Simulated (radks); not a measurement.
Task: The mean radii <r> (bohr) of the occupied orbitals of an atom or ion are listed with their occupations. Calculated with a radial shooting solver on a logarithmic mesh with Libxc functionals: Dirac Kohn-Sham, PBE, spin-unpolarised, spherical densities, finite nucleus; Fermi nuclear charge, rms radius of each element as measured or else 0.836 A^(1/3) + 0.57 fm.

orbital     occ.      <r>
1s1/2          2  0.02037
2s1/2          2  0.08591
2p1/2          2  0.07148
2p3/2          4  0.07876
3s1/2          2   0.2249
3p1/2          2   0.2147
3p3/2          4   0.2284
3d3/2          4   0.2013
3d5/2          6   0.2056
4s1/2          2   0.5051
4p1/2          2   0.5132
4p3/2          4   0.5433
4d3/2          4   0.5668
4d5/2          6   0.5771
5s1/2          2    1.158
5p1/2          2    1.256
5p3/2          4    1.330
4f5/2    3.42857   0.6691
4f7/2    4.57143   0.6761
6s1/2          2    2.543

Name the element and its charge. Open shells, if any, are shared by 2j + 1.

Result: Z = 68, erbium, charge +4: Er4+ in [Xe] 4f8 6s2. The 1s radius gives Z: for a bare nucleus <r> = (2 gamma + 1)/(2Z) with gamma = sqrt(1 - (Z/c)^2), 0.02012 bohr for Z = 68, and screening makes it slightly larger (0.02037 here). The occupations add up to 64, and the charge is Z minus that.
